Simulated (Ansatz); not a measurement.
Consider the ligand exchange at the Si–Cl bond: `OC[SiH](S)Cl` + H–F → `OC[SiH](F)S` + HCl.

Gas-phase electronic energies from Ansatz, PBE0-D4/def2-TZVP geometries. CCSD(T)/CBS is the MP2 limit (def2-TZVPP, def2-QZVPP) plus CCSD(T) − MP2 in def2-TZVPP, frozen cores. This one scheme is used for every species. One conformer a species, not always the lowest.

`OC[SiH](S)Cl`:

```xyz
10

O     1.526   -0.210    0.356
C     0.485   -0.650   -0.497
Si   -1.119    0.159    0.066
S    -0.775    2.227    0.357
Cl   -1.768   -0.790    1.773
H     2.350   -0.620    0.084
H     0.362   -1.741   -0.467
H     0.659   -0.359   -1.543
H    -2.185    0.003   -0.948
H     0.467    1.981    0.818
```

H–F:

Z-matrix (Å, degrees):
```
F
H 1 0.920
```

`OC[SiH](F)S`:

Cartesian coordinates in Å:
```
O -1.674 0.127 0.037
C -0.494 0.590 0.688
Si 1.017 -0.298 0.006
F 0.811 -1.841 0.401
S 1.083 -0.049 -2.092
H -1.813 -0.792 0.282
H -0.421 1.661 0.483
H -0.563 0.479 1.779
H 2.316 0.133 0.572
H -0.263 -0.010 -2.157
```

HCl:

Cartesian coordinates in Å:
```
Cl -0.161 -0.550 0.284
H 0.161 0.550 -0.284
```

| species | CCSD(T)/CBS(def2) energy (Eh) |
| --- | --- |
| `OC[SiH](S)Cl` | -1262.94202 |
| H–F | -100.39570 |
| `OC[SiH](F)S` | -902.97050 |
| HCl | -460.38127 |

(1) Work out ΔE.

Largest T1 diagnostic among the species: 0.012.

Answers

(1) ΔE = (-902.97050) + (-460.38127) − (-1262.94202) − (-100.39570) = -0.01405 Eh = -36.9 kJ/mol.

In def2-TZVPP, CCSD(T) changes the Hartree–Fock value by +9.4 kJ/mol (the triples alone add +2.1 kJ/mol) and MP2 by +16.8 kJ/mol. The D4 term adds +7.2 kJ/mol with B3LYP and +3.9 kJ/mol with PBE0; it sums over pairs of atoms, weighted by their polarisabilities, and B3LYP, whose exchange is more repulsive, gets the larger term.

B3LYP here is the variant with VWN-RPA as its local correlation; programs differ in this.
